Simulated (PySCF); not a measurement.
Isomers of CH5BSi. All species are isolated molecules in the gas phase. One relaxed conformer stands for each flexible species; it need not be the lowest. Strings in code marks are SMILES.

Level of theory: B3LYP-D3(BJ)/def2-TZVP (PySCF 2.14.0). All candidates: neutral, multiplicity 1. B3LYP has the VWN-RPA correlation part, as in Gaussian. 

* **LUMO**: -2.76 eV
* **HOMO–LUMO gap**: 2.53 eV
* **dipole moment**: 1.16 D

Q: Say which member has these values.
(A) `B=[SiH]C`
(B) `B1C[SiH2]1`
(C) `CB=[SiH2]`
(D) `[H]/B=C\[SiH3]`

A: A, `B=[SiH]C`. The others give `B1C[SiH2]1`: -1.62 eV, 5.12 eV, 0.92 D; `CB=[SiH2]`: -2.34 eV, 3.10 eV, 2.51 D; `[H]/B=C\[SiH3]`: -1.64 eV, 5.17 eV, 1.00 D
